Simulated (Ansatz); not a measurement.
C8H18MgO2, SMILES `CC(C)(C)[O][Mg][O]C(C)(C)C`, relaxed with RKS PBE-D4/def2-SVP in Ansatz from a rough embedded geometry. The force threshold is 0.03 eV/Å; the program also tests the step.

Total charge 0; spin multiplicity 1.

Start:

```xyz
29

C     0.716   -2.656    1.559
C    -0.064   -2.645    0.179
C    -0.552   -4.057   -0.233
C     0.807   -2.082   -0.860
O    -1.199   -1.807    0.325
Mg   -0.507   -0.003    0.769
O     0.190    1.843    1.223
C    -0.153    2.656    0.142
C     0.534    2.056   -1.149
C     0.444    4.056    0.387
C    -1.635    2.711   -0.043
H     1.582   -3.390    1.456
H     0.027   -3.101    2.275
H     1.083   -1.715    1.780
H     0.322   -4.735   -0.322
H    -1.119   -4.058   -1.137
H    -1.236   -4.481    0.604
H     1.707   -2.791   -1.112
H     0.273   -1.980   -1.869
H     1.248   -1.123   -0.684
H     0.309    2.751   -2.063
H     0.079    1.130   -1.392
H     1.551    1.971   -1.028
H    -0.026    4.473    1.305
H     1.535    4.048    0.540
H     0.178    4.717   -0.473
H    -2.028    1.724   -0.236
H    -2.113    3.080    0.926
H    -1.953    3.409   -0.870
```

(1) How much energy does the relaxation release, and in how many steps? (An estimate is asked.)

(2) Which bonds change most? (Estimate.)

(3) Give the relaxed structure. (Best estimate.)

## Answers

(1) The calculation gave: 34.67 kcal/mol, in 29 steps, 2 of them rejected.

(2) Computed: Mg6–O7 from 2.025 to 1.786 Å; O5–Mg6 from 1.982 to 1.786 Å; C9–H23 from 1.028 to 1.109 Å; C1–H14 from 1.033 to 1.109 Å.

(3) Ansatz gave: 
```xyz
29

C     1.166   -3.456    1.719
C     0.498   -3.122    0.371
C    -0.820   -3.907    0.230
C     1.449   -3.481   -0.788
O     0.219   -1.748    0.330
Mg   -0.072    0.000    0.104
O    -0.392    1.748   -0.080
C    -0.532    3.121   -0.322
C     0.126    3.470   -1.671
C     0.155    3.905    0.814
C    -2.033    3.470   -0.366
H     1.406   -4.536    1.805
H     0.492   -3.181    2.556
H     2.108   -2.881    1.831
H    -0.654   -5.004    0.262
H    -1.311   -3.659   -0.733
H    -1.514   -3.637    1.051
H     1.702   -4.562   -0.798
H     0.978   -3.228   -1.760
H     2.393   -2.906   -0.699
H     0.040    4.550   -1.909
H    -0.355    2.896   -2.489
H     1.204    3.206   -1.649
H    -0.304    3.642    1.789
H     1.232    3.646    0.859
H     0.067    5.002    0.672
H    -2.534    2.897   -1.172
H    -2.514    3.204    0.597
H    -2.201    4.551   -0.552
```
